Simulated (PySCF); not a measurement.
# Which orbitals make which state

Species: C5H13NSi.
SMILES: `C=C(C)[SiH2]N(C)C`

Computed, not measured: TDDFT PBE0/def2-SVPD, vertical, gas phase, core orbitals frozen in the response in PySCF. One conformer (not necessarily the lowest) at the GFN2-xTB geometry, without solvent, vibrations or thermal averaging. Torsions of this conformer, `[CH2:1]=[C:2]([CH3:3])[SiH2:4][N:5]([CH3:6])[CH3:7]`: C1–C2–Si4–N5 121°, C2–Si4–N5–C6 -45°.

Orbital energies (eV): HOMO-3 -9.43, HOMO-2 -8.49, HOMO-1 -7.56, HOMO -6.29, LUMO -0.16, LUMO+1 0.62, LUMO+2 0.98.

Problem. Among the lowest singlets, which states do these configurations lead, and at what energies: HOMO→LUMO+2, HOMO-2→LUMO, HOMO→LUMO+1, HOMO→LUMO?

Solution. 

```json
{"state": "S1", "leading configuration": "HOMO→LUMO", "weight": "0.98", "Δε (eV)": "6.12", "E (eV)": "5.00", "E − Δε (eV)": "-1.12", "f": "0.0020", "other configurations": "–"}
{"state": "S2", "leading configuration": "HOMO→LUMO+1", "weight": "0.88", "Δε (eV)": "6.90", "E (eV)": "5.76", "E − Δε (eV)": "-1.14", "f": "0.019", "other configurations": "H→L+2 (9%)"}
{"state": "S3", "leading configuration": "HOMO→LUMO+2", "weight": "0.83", "Δε (eV)": "7.27", "E (eV)": "6.14", "E − Δε (eV)": "-1.13", "f": "0.012", "other configurations": "–"}
{"state": "S5", "leading configuration": "HOMO-2→LUMO", "weight": "0.94", "Δε (eV)": "8.32", "E (eV)": "6.68", "E − Δε (eV)": "-1.64", "f": "0.0098", "other configurations": "–"}
```

E − Δε runs from -1.64 to -1.12 eV. Among themselves, these states come in the order of their orbital differences. Δε is the difference of the two orbital energies.

H and L stand for HOMO and LUMO. The other states: S4 6.58 eV, f 0.012, H→L+3 (80%), H→L+5 (8%); S6 6.80 eV, f 0.011, H→L+4 (53%), H→L+5 (29%), H→L+3 (12%).

Problem. Pair triplets and singlets of the same leading configuration (75% or more in both) and give the splittings.

Solution. 

```
configuration  triplet  E(T) (eV)  singlet  E(S) (eV)  E(S) − E(T) (eV)
    HOMO→LUMO       T2       4.86       S1       5.00             +0.14
```

The 2 triplets are Tamm–Dancoff values, the singlets full response.

Summed over the main configurations (up to three a state, each over 8%) of all 6 singlets, the electron leaves HOMO with weight 4.59 and HOMO-2 with weight 0.94.
